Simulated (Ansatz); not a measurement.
Total energies of MnMe2 (C₂H₆Mn) from Ansatz at r2SCAN-D4/def2-TZVPD, gas phase (1 Eh = 27.2114 eV = 2625.5 kJ/mol). The reference geometry is relaxed at r2SCAN-D4/def2-TZVP.

```json
{"state": "charge 0 sextet", "geometry": "reference", "energy (Eh)": "-1230.76753"}
{"state": "charge -1 quintet", "geometry": "reference", "energy (Eh)": "-1230.78213"}
{"state": "free Mn atom (sextet)", "geometry": "–", "energy (Eh)": "-1150.94686"}
{"state": "free C atom (triplet)", "geometry": "–", "energy (Eh)": "-37.83299"}
{"state": "free H atom (doublet)", "geometry": "–", "energy (Eh)": "-0.49993"}
```

(1) Work out the vertical electron affinity, to the quintet.

(2) What is the binding energy per atom against free atoms?

(1) E(charge 0 sextet) − E(charge -1 quintet) = -1230.76753 − (-1230.78213) = 0.01460 Eh = 0.40 eV.

(2) Atoms: 1 × (-1150.94686) + 2 × (-37.83299) + 6 × (-0.49993) = -1229.61242 Eh. Binding: -1229.61242 − (-1230.76753) = 1.15511 Eh = 31.43 eV, or 3.49 eV for each of 9 atoms (no zero-point energy, no counterpoise term).

At r2SCAN-D4/def2-TZVPD the charge -1 quintet is spin-contaminated (final ⟨S²⟩ up to 6.23, 6.00 for a pure state). At r2SCAN-D4/def2-TZVPD the highest occupied level of the charge -1 quintet lies above zero (up to 1.67 eV). By energy differences its removal costs 0.40 eV (vertical, to the charge 0 sextet, at r2SCAN-D4/def2-TZVPD); a positive level beside a positive removal energy at the same level points to self-interaction error.
